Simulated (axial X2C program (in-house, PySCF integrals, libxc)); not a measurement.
## Excited states of HgF⁺ by EOM-EE-CCSD

Computed with an axial X2C code built on PySCF integrals: two-component X2C with atomic mean-field Coulomb and Gaunt terms, Gaussian nuclei, basis Hg dyall-acv3z, F dyall-av3z with contracted cores.

R = 1.909 Å (near the PBE0 minimum at charge 1 of the determinant lowest at the starting distance; the state shown can have its own minimum elsewhere).

Hartree–Fock spinors of HgF⁺ (one of each Kramers pair; a window near the gap, which can cut inner shells):

```
  ω  occupied  ε (eV)                     character
1/2       yes  -26.37             81% Hg d, 16% F p
3/2       yes  -26.14              91% Hg d, 8% F p
5/2       yes  -25.75                     100% Hg d
1/2       yes  -21.81     88% F p, 7% Hg d, 2% Hg f
3/2       yes  -21.70    85% F p, 10% Hg d, 2% Hg f
1/2       yes  -20.88   66% F p, 16% Hg s, 15% Hg d
1/2        no   -8.51   58% Hg s, 22% Hg p, 12% F p
1/2        no   -4.33     85% Hg p, 7% F p, 5% Hg d
3/2        no   -3.97     86% Hg p, 7% F p, 6% Hg d
1/2        no   -2.75   63% Hg p, 22% Hg s, 9% Hg d
1/2        no   -2.40  70% Hg s, 15% Hg p, 12% Hg d
1/2        no   -1.63                      99% Hg p
```

Vertical excitation energies from the closed-shell determinant state of HgF⁺:

| Ω | excitation (eV) | cm⁻¹ | hole of the leading pair | particle of the leading pair | weight of the pair (for Ω = 0 its time-reversed partner can hold as much again) | singles weight |
| --- | --- | --- | --- | --- | --- | --- |
| 2 | 2.876 | 23195 | 83% F pπ, 12% Hg dπ | 60% Hg sσ, 18% F pσ, 11% Hg pσ | 0.92 | 0.93 |
| 1 | 2.900 | 23391 | 61% F pπ, 14% F pσ, 9% Hg dπ | 60% Hg sσ, 18% F pσ, 12% Hg pσ | 0.48 | 0.93 |
| 0⁻ | 2.920 | 23550 | 58% F pπ, 17% F pσ, 8% Hg dπ | 60% Hg sσ, 18% F pσ, 12% Hg pσ | 0.47 | 0.94 |
| 0⁺ | 3.012 | 24297 | 85% F pπ, 10% Hg dπ | 60% Hg sσ, 18% F pσ, 11% Hg pσ | 0.46 | 0.92 |
| 1 | 3.119 | 25155 | 60% F pσ, 19% Hg dσ, 16% Hg sσ | 60% Hg sσ, 17% F pσ, 13% Hg pσ | 0.67 | 0.94 |
| 0⁻ | 3.226 | 26019 | 45% F pσ, 27% F pπ, 11% Hg dσ | 60% Hg sσ, 18% F pσ, 12% Hg pσ | 0.47 | 0.94 |
| 1 | 3.401 | 27430 | 69% F pπ, 15% F pσ | 60% Hg sσ, 17% F pσ, 12% Hg pσ | 0.71 | 0.92 |
| 0⁺ | 4.885 | 39401 | 46% F pσ, 32% Hg dσ, 15% Hg sσ | 58% Hg sσ, 20% Hg pσ, 13% F pσ | 0.45 | 0.93 |
| 3 | 6.569 | 52986 | 100% Hg dδ | 59% Hg sσ, 18% Hg pσ, 14% F pσ | 0.95 | 0.96 |

This point took 110 s on 1 thread of Intel(R) Xeon(R) Platinum 8375C CPU @ 2.90GHz (Ice Lake), with other jobs on the host.

Reference electrons by ω block (each with its −ω partner): 1/2: 25, 3/2: 13, 5/2: 5, 7/2: 1. 18 electrons of HgF⁺ correlated (inner shells frozen), 84 natural virtual spinors (a truncated set); levels can be off by some tenths of an eV. Roots sought by Ω: (0: 5, 1: 4, 2: 3, 3: 1); the list ends where they run out and leaves out roots under 60 % singles weight. The solver can skip a root, and states that need a further excitation, which the method places far too high, are missing though they may lie low or lowest. T1 of the reference 0.034 (Lee–Taylor). Number of frozen shells: Hg 5 s, 4 p, 2 d, 1 f; F 1 s. Large amplitudes in the reference (orbital relaxation or multireference character) lower the reliability.
